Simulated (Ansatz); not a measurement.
Input file for Ansatz (a first-principles code): R-B3LYP/def2-TZVPP on BCl2HO (SMILES OB(Cl)Cl), a point of a torsion scan.

Ansatz 0.2 input:
```yaml
crystal:
  periodic: [false, false, false]
  atoms:
    - {symbol: O, position_ang: [-0.89282155, -0.46039382, 0.28710453]}
    - {symbol: B, position_ang: [0.27489201, 0.14299880, 0.08803803]}
    - {symbol: Cl, position_ang: [1.24068746, -0.15028267, -1.33871931]}
    - {symbol: Cl, position_ang: [0.99753368, 1.00196868, 1.40252434]}
    - {symbol: H, position_ang: [-1.65676310, -0.41008875, -0.28258874]}
basis:
  gaussian:
    orbitals: def2-TZVPP
hamiltonian:
  xc: {name: B3LYP}
scf: {lower_state_search: off}
```

It printed:

```
WARN ansatz: RAYON_NUM_THREADS=1 ignored (pool sized by the plan → 1); use --threads N
Functional definition: B3LYP
these checks for a lower state are left out or cut short: stability, starts, cluster_reference, orbital_swaps, neighbouring_geometries, increment
integrals: 0.08 GiB planned
1005 factors; their error is unknown
mean field: 0.65 GiB planned
mean field evaluation 1: about -27786.2550 eV, gradient 5.6e1 eV
mean field evaluation 2: about -27774.8209 eV, gradient 9.6e1 eV
mean field evaluation 4: about -27791.1216 eV, gradient 3.1e0 eV
mean field evaluation 8: about -27791.1924 eV, gradient 1.5e-1 eV
mean field evaluation 16: about -27791.1925 eV, gradient 4.2e-6 eV
mean field -27791.19246786 eV, -1021.3074856469 hartree, gradient 4.2e-6 eV, S^2 0.000000; 0 other end points of the search recorded, 0 dependent functions left out
reference -27791.19269504 eV, -1021.3074939958 hartree; 24, 24 occupied and 136, 136 virtual orbitals, 1005 factors
Total energy: -27791.19269504 eV, -1021.3074939958 hartree
Checks for a lower state left out: stability, starts, cluster_reference, orbital_swaps, neighbouring_geometries, increment
```

Self-consistency was reached.

Cost: roughly 3 core-seconds.
